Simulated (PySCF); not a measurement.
SMILES CC[Si@@H]1[SiH2][SiH2][C@@H]1F, C$_{3}$H$_{11}$FSi$_{3}$

Molfile (atoms numbered from 1):
```
C3H11FSi3
     RDKit          3D

 18 18  0  0  0  0  0  0  0  0999 V2000
    1.9943   -0.5747    0.6044 C   0  0  0  0  0  0  0  0  0  0  0  0
    1.7534   -0.1961   -0.8522 C   0  0  0  0  0  0  0  0  0  0  0  0
    0.0179    0.5380   -1.1412 Si  0  0  2  0  0  4  0  0  0  0  0  0
   -0.8802    1.7987    0.6253 Si  0  0  0  0  0  4  0  0  0  0  0  0
   -2.1185   -0.1605    0.9636 Si  0  0  0  0  0  4  0  0  0  0  0  0
   -1.3533   -0.8003   -0.7170 C   0  0  2  0  0  0  0  0  0  0  0  0
   -0.8541   -2.1022   -0.6279 F   0  0  0  0  0  0  0  0  0  0  0  0
    1.9165    0.2977    1.2512 H   0  0  0  0  0  0  0  0  0  0  0  0
    1.2642   -1.3114    0.9314 H   0  0  0  0  0  0  0  0  0  0  0  0
    2.9871   -1.0035    0.7339 H   0  0  0  0  0  0  0  0  0  0  0  0
    2.5131    0.5206   -1.1698 H   0  0  0  0  0  0  0  0  0  0  0  0
    1.8825   -1.0845   -1.4729 H   0  0  0  0  0  0  0  0  0  0  0  0
   -0.0668    0.9327   -2.5591 H   0  0  0  0  0  0  0  0  0  0  0  0
   -1.6398    3.0054    0.2691 H   0  0  0  0  0  0  0  0  0  0  0  0
   -0.0013    2.2609    1.7102 H   0  0  0  0  0  0  0  0  0  0  0  0
   -1.7264   -1.0827    2.0315 H   0  0  0  0  0  0  0  0  0  0  0  0
   -3.5853   -0.1778    0.9146 H   0  0  0  0  0  0  0  0  0  0  0  0
   -2.1119   -0.8539   -1.5067 H   0  0  0  0  0  0  0  0  0  0  0  0
  1  2  1  0
  2  3  1  0
  3  4  1  0
  4  5  1  0
  5  6  1  0
  6  7  1  0
  6  3  1  0
  1  8  1  0
  1  9  1  0
  1 10  1  0
  2 11  1  0
  2 12  1  0
  3 13  1  6
  4 14  1  0
  4 15  1  0
  5 16  1  0
  5 17  1  0
  6 18  1  6
M  END
```

Computed with PySCF, TDDFT LC-wPBE/def2-SVPD circular dichroism and optical rotation, one conformer, gas phase. Geometry: GFN2-xTB.

The molecule is flexible and this is one conformer; a measurement averages over conformers.

Q: Draw the ECD and absorption spectra from the lowest 16 states, each a Gaussian of half-width 0.3 eV at 1/e height.

A: 
| E (eV) | λ (nm) | Δε (L mol⁻¹ cm⁻¹) | ε (L mol⁻¹ cm⁻¹) |
| --- | --- | --- | --- |
| 4.82 | 257 | +0.02 | 1.61 |
| 4.92 | 252 | +0.05 | 4.38 |
| 5.02 | 247 | +0.12 | 9.56 |
| 5.12 | 242 | +0.21 | 16.8 |
| 5.22 | 238 | +0.31 | 24 |
| 5.32 | 233 | +0.41 | 29.5 |
| 5.42 | 229 | +0.55 | 36.3 |
| 5.52 | 225 | +0.85 | 56.9 |
| 5.62 | 221 | +1.41 | 113 |
| 5.72 | 217 | +2.15 | 227 |
| 5.82 | 213 | +2.77 | 413 |
| 5.92 | 210 | +2.77 | 688 |
| 6.02 | 206 | +1.62 | 1140 |
| 6.12 | 203 | -1.20 | 1980 |
| 6.22 | 199 | -5.87 | 3430 |
| 6.32 | 196 | -11.57 | 5390 |
| 6.42 | 193 | -16.28 | 7270 |
| 6.52 | 190 | -17.69 | 8350 |
| 6.62 | 187 | -15.03 | 8500 |
| 6.72 | 185 | -9.76 | 8200 |
| 6.82 | 182 | -4.33 | 7940 |
| 6.92 | 179 | -0.60 | 7700 |
| 7.02 | 177 | +0.42 | 7430 |
| 7.12 | 174 | -2.16 | 7730 |
| 7.22 | 172 | -9.28 | 9550 |
| 7.32 | 169 | -20.42 | 13100 |
| 7.42 | 167 | -31.69 | 17100 |
| 7.52 | 165 | -36.24 | 19200 |
| 7.62 | 163 | -27.95 | 18200 |
| 7.72 | 161 | -5.42 | 14900 |
| 7.82 | 159 | +26.80 | 11400 |
| 7.92 | 157 | +59.83 | 9130 |
| 8.02 | 155 | +83.34 | 8400 |
| 8.12 | 153 | +89.94 | 8440 |
| 8.22 | 151 | +78.98 | 8530 |

Δε uses R in velocity form, ε uses f in length form. Only the states computed contribute, so the short-wavelength end is incomplete.
